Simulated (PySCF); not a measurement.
A calculated (B3LYP, PySCF 2.14, cc-pVDZ-DK, the spin-free X2C one-electron Hamiltonian (Gaussian nucleus)) atom or ion has these occupied shells.

| shell | electrons | orbital energy (eV) | rms radius, mean of both spins (bohr) |
| --- | --- | --- | --- |
| 1s α | 1 | -8885.0 | 0.0601 |
| 1s β | 1 | -8885.0 | 0.0601 |
| 2s β | 1 | -1076.6 | 0.255 |
| 2s α | 1 | -1076.6 | 0.255 |
| 2p β | 3 | -928.94 | 0.228 |
| 2p α | 3 | -928.92 | 0.228 |
| 3s α | 1 | -119.48 | 0.766 |
| 3s β | 1 | -119.46 | 0.766 |
| 3p β | 3 | -75.783 | 0.817 |
| 3p α | 3 | -75.772 | 0.817 |
| 3d α | 5 | -6.587 | 1.22 |
| 3d β | 5 | -6.494 | 1.22 |
| 4s α | 1 | -5.467 | 3.19 |

(1) Name the element and its charge.

## Answers

(1) Cu (copper, neutral), in [Ar] 3d10 4s1, 2S determinant.
